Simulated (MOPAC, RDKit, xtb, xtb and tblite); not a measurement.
Relaxed torsion scan: SMILES [Si](F)(CCB)(F)F (C₂H₆BF₃Si), singlet. Scanned: dihedral B1–C2–C3–Si4; all other coordinates were relaxed at GFN2-xTB. Points at φ and −φ are mirror images.

Geometry of the scan point at 160° (Å):
```
13

B     -1.6449    -0.1542     0.8906
C     -1.0696     0.0382    -0.5526
C      0.3687    -0.4632    -0.8064
Si     0.7488    -0.7411    -2.6212
F      2.1860    -1.3398    -2.9388
F     -0.2602    -1.7502    -3.3218
F      0.6637     0.5603    -3.5297
H     -1.0926    -0.8150     1.6802
H     -2.6639     0.3482     1.1631
H     -1.1583     1.0691    -0.9020
H     -1.7618    -0.5233    -1.1938
H      1.0701     0.2482    -0.3667
H      0.5140    -1.4002    -0.2639
```

- GFN2-xTB (xtb and tblite)
- UFF // GFN2-xTB (RDKit)
- PM3, restricted, heats of formation // GFN2-xTB (MOPAC)
- AM1, restricted, heats of formation // GFN2-xTB (MOPAC)
- GFN1-xTB // GFN2-xTB (xtb)

Least-squares fit of E(φ) = a0 + Σ (a_n cos nφ + b_n sin nφ), n = 1 to 4, to the 18 scan points, in kJ/mol above the lowest point of each profile (levels whose profile four harmonics don't fit are not listed):

```json
[
 {"method": "GFN2-xTB", "a0": "5.57", "a1": "1.16", "b1": "0.00", "a2": "1.87", "b2": "0.00", "a3": "5.57", "b3": "0.00", "a4": "0.17", "b4": "0.00", "rms of fit": "0.38"},
 {"method": "UFF", "a0": "18.53", "a1": "11.62", "b1": "0.00", "a2": "7.85", "b2": "0.00", "a3": "12.06", "b3": "0.00", "a4": "-1.48", "b4": "0.00", "rms of fit": "1.24"},
 {"method": "PM3", "a0": "5.41", "a1": "5.12", "b1": "0.00", "a2": "1.74", "b2": "0.00", "a3": "2.68", "b3": "0.00", "a4": "0.27", "b4": "0.00", "rms of fit": "0.44"},
 {"method": "AM1", "a0": "3.91", "a1": "4.51", "b1": "0.00", "a2": "3.09", "b2": "0.00", "a3": "1.67", "b3": "0.00", "a4": "-0.88", "b4": "0.00", "rms of fit": "0.30"},
 {"method": "GFN1-xTB", "a0": "2.68", "a1": "0.08", "b1": "0.00", "a2": "0.00", "b2": "0.00", "a3": "2.69", "b3": "0.00", "a4": "-0.12", "b4": "0.00", "rms of fit": "0.37"}
]
```
